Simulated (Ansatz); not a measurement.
BrCs (SMILES [Br][Cs]), singlet, at a GFN2-xTB geometry (such geometries of metal compounds can be far from the true shape) (core potentials on Cs). Base run: BLYP/def2-SVP (Ansatz, a quantum-chemistry and plane-wave program).

Input for Ansatz:
Ansatz 0.2 input:
```yaml
crystal:
  periodic: [false, false, false]
  atoms:
    - {symbol: Cs, position_ang: [-0.00000000, -0.00000000, -1.19327963]}
    - {symbol: Br, position_ang: [0.00000000, 0.00000000, 1.87515370]}
basis:
  gaussian:
    orbitals: def2-SVP
hamiltonian:
  xc: blyp
```

The base run was repeated with changes; each row names its change, and settings that it needs were set with it.

```tsv
change	basis functions	E (Eh)
base	56	-2594.06918
basis = def2-SV(P)	56	-2594.06918
basis = 3-21G	60	-10095.13920
basis = def2-SVPD	68	-2594.07673
basis = def2-TZVP	77	-2594.38836
basis = def2-TZVPP	84	-2594.38901
basis = def2-TZVPD	89	-2594.38922
basis = def2-QZVP	123	-2594.44611
basis = def2-QZVPP	151	-2594.44662
```

Totals compare only among sets that treat the same electrons; sets with core potentials leave the core out.
